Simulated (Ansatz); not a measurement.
```xyz
12

C     0.811    2.104   -1.614
C     0.186    1.056   -0.833
C    -0.338    0.182   -0.182
Ge   -1.128   -1.207    0.855
N     0.095   -2.209    1.792
H     1.857    2.234   -1.326
H     0.779    1.868   -2.680
H     0.299    3.058   -1.464
H    -2.073   -0.569    1.881
H    -1.866   -2.160   -0.093
H     0.621   -1.668    2.466
H     0.756   -2.690    1.196
```

Charge 0, multiplicity 1.

Task: List the r2SCAN/def2-TZVPP orbital energies in eV (Ansatz). (Best estimate.)

Result: The calculation gave: Occupied: -10834.28, -1349.33, -1199.38, -1199.38, -1199.38, -384.75, -273.73, -273.14, -272.49, -167.56, -117.26, -117.25, -117.24, -30.60, -30.56, -30.54, -30.47, -30.47, -21.85, -20.42, -18.14, -14.42, -12.12, -12.07, -11.07, -11.07, -10.11, -9.05, -8.67, -6.82, -6.56, -6.17. Lowest empty: -0.43, 0.00, 1.24, 1.33, 1.61, 1.94, 2.85, 2.86.
